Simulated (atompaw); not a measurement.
## What one change does to a pseudopotential (niobium (Nb), PAW (atompaw))

niobium (Nb), PAW, made with atompaw 4.2.0.5 (PBE, non-relativistic). Core [Ar] 3d10, reference 4s2 4p6 4d4.5 5s0.5 5p0. Waves: 4s (bound); 5s (bound); 4p (bound); 5p (bound, empty); 4d (bound); 4d channel at 0.35 Ry; 4f channel at 0.35 Ry; 4f channel at 2.15 Ry. Local part: troulliermartins scheme with l = 4 at 0 Ry, radius 1.90 bohr. Core correction: smooth core density matched at 2.50 bohr. Augmentation charge: sinc compensation charge, radius 2.00 bohr; PAW radius 2.55 bohr; waves and projectors: bloechl.

All-electron outer shells of the reference configuration (PBE, non-relativistic, ld1.x):

| shell | level (eV) | outermost node (bohr) | outermost maximum (bohr) |
| --- | --- | --- | --- |
| 3d | -198.27 | – | 0.33 |
| 4s | -54.28 | 0.55 | 1.06 |
| 4p | -32.88 | 0.55 | 1.13 |
| 5s | -3.39 | 1.45 | 3.23 |
| 4d | -2.51 | 0.55 | 1.49 |
| 5p | -0.93 | 1.65 | 4.48 |

Change: local potential troulliermartins scheme with l = 4 at 0 Ry, radius 2.10 bohr.

Cutoffs: the cutoffs (Ry, on a coarse ladder) from which the occupation-weighted sum of valence levels, in a spherical-Bessel basis at the reference potential, stays within 10 and 1 mRy of its value at 400 Ry; they do not see the model core or the augmentation charge, which bear on the density cutoff.

Problem. What does the change do?

Solution. The potential gets softer (40 Ry and 60 Ry → 30 Ry and 50 Ry); neither file shows a bound ghost.

```csv
quantity,base,changed
"cutoff, loose",40 Ry,30 Ry
"cutoff, tight",60 Ry,50 Ry
loose cutoff by channel (10 mRy a level),"s 21 Ry, p 30 Ry, d 21 Ry","s 18 Ry, p 25 Ry, d 18 Ry"
bound ghosts,none,none
s: phases at 2.57 bohr within 0.05 rad from the reference energy up to (Ry; the scan ends near 5),2.6,3.4
p: phases at 2.57 bohr within 0.05 rad from the reference energy up to (Ry; the scan ends near 5),to the end of the scan,to the end of the scan
d: phases at 2.57 bohr within 0.05 rad from the reference energy up to (Ry; the scan ends near 5),1.6,1.6
f: phases at 2.57 bohr within 0.05 rad from the reference energy up to (Ry; the scan ends near 5),3.6,3.6
lowest overlap eigenvalue by channel,"s 0.35, p 0.69, d 0.02, f 0.11","s 0.48, p 0.82, d 0.02, f 0.11"
```

 The cutoffs see the waves, projectors and local potential, not the compensation charge or the core.
